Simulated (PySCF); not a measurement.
Some computed properties have been withheld. Give your best values.

C6H9O2 (doublet state).
Atom-mapped SMILES: `[CH2:1][CH2:2]/[C:3]([CH3:4])=[CH:5]/[O:6][CH:7]=[O:8]` (hydrogens: H9, H10 on C1; H11, H12 on C2; H13, H14, H15 on C4; H16 on C5; H17 on C7)

Conformer (atom-mapped SMILES and torsion angles): `[CH2:1][CH2:2]/[C:3]([CH3:4])=[CH:5]/[O:6][CH:7]=[O:8]`: C1–C2–C3–C4 -70°, C3–C5–O6–C7 180°, C5–O6–C7–O8 0°.

```csv
property,level,value
point group of the GFN2-xTB geometry,GFN2-xTB,C1
"rotational constants A, B, C of the GFN2-xTB geometry",GFN2-xTB,?
isotropic g value,"unrestricted B3LYP/pcH-1, mean-field spin–orbit",2.00265
spin squared ⟨S²⟩,unrestricted B3LYP/pcH-1,?
largest isotropic hyperfine couplings (means over sets of like nuclei),unrestricted B3LYP/pcH-1,?
```

The electronic properties come from PySCF, for the isolated species, density fitting. One conformer (not necessarily the lowest) at the GFN2-xTB geometry, without solvent or vibrations. GFN2-xTB frequencies show an imaginary mode (51i cm⁻¹), so this geometry is no minimum at that level. Hyperfine couplings depend on the geometry, which wasn't re-optimised at a DFT level. Couplings of like nuclei are plain means over topologically equivalent atoms, as if these changed places fast (by rotation of a methyl-like group, say); in this geometry the members of some sets differ.

Question: What are the rotational constants A, B, C of the GFN2-xTB geometry?

Answer: 4.512, 1.012, 0.878 GHz.

Question: Give the largest isotropic hyperfine couplings (means over sets of like nuclei).

Answer: 13C +90.1 (C1), 1H +88.2 (H11/H12), 1H -64.1 (H9/H10), 13C -33.4 (C2), 13C +32.3 (C3) MHz.

Question: What is the spin squared ⟨S²⟩?

Answer: 0.754.

⟨S²⟩ is 0.004 above the pure-spin value S(S + 1) = 0.75. g_iso is shifted by about +330 ppm from the free-electron value 2.002319. At 9.50 GHz, hν = g·μB·B₀ (B₀ the magnetic field) puts the centre of the isotropic spectrum, to first order, at 338.9 mT.

For the EPR job (B3LYP), hardware: one thread of an AMD EPYC, no GPU, shared host. Cost: 1.9 min of wall time (grids of density and orbitals included), 0.97 GiB resident at most.
